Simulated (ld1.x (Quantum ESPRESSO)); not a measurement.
**K (Z = 19), TM semilocal: configuration errors across variants**

K, norm-conserving Troullier–Martins (semilocal form), made with ld1.x (Quantum ESPRESSO) 7.5 (PBE, scalar-relativistic). Core [Ne] 3s2, reference 3p6 3d1 4s0 4p0. Waves: 3p (bound): rc 1.60 bohr; 3d (bound): rc 4.20 bohr; 4s (bound, empty): rc 2.80 bohr. Local part: the s channel. Core correction: none.

All-electron excitation energies from the reference (eV): (1) 3p6 3d0 4s1 4p0 -2.457; (2) 3p6 3d0 4s0 4p0 1.858; (3) 3p6 3d0 4s0.5 4p0 -0.815; (4) 3p5 3d0 4s1 4p0 22.473; (5) 3p6 3d0 4s0 4p1 -0.904; (6) 3p6 3d0.5 4s0.5 4p0 -1.239.

A semilocal file is local in each channel, so a ghost entry of none says nothing of the separable form that plane-wave codes build from it.

Errors AE − PS in meV (a dash: test not solved or not reliable):

```tsv
change	(1)	(2)	(3)	(4)	(5)	(6)	bound ghosts
base	+3.9	+9.6	+2.8	+32	+7.4	+1.3	none
core correction a·sin(br)/r model core inside 0.68 bohr	-1.0	+7.4	+1.9	-21	+5.9	+0.2	none
core correction a·sin(br)/r model core inside 1.10 bohr	-1.0	+7.4	+2.0	-23	+5.9	+0.2	none
core correction a·sin(br)/r model core inside 1.26 bohr	-1.0	+7.4	+2.0	-22	+5.9	+0.2	none
core correction a·sin(br)/r model core inside 1.50 bohr	-1.0	+7.4	+1.9	-21	+6.0	+0.2	none
core correction a·sin(br)/r model core inside 1.68 bohr	-1.0	+7.4	+1.9	-17	+6.0	+0.2	none
core correction a·sin(br)/r model core inside 1.86 bohr	-1.0	+7.4	+2.0	-12	+6.0	+0.2	none
```

Give the same row for: core correction a·sin(br)/r model core inside 0.88 bohr.

-1.0, +7.4, +2.0, -23, +5.9, +0.2; bound ghosts: none.
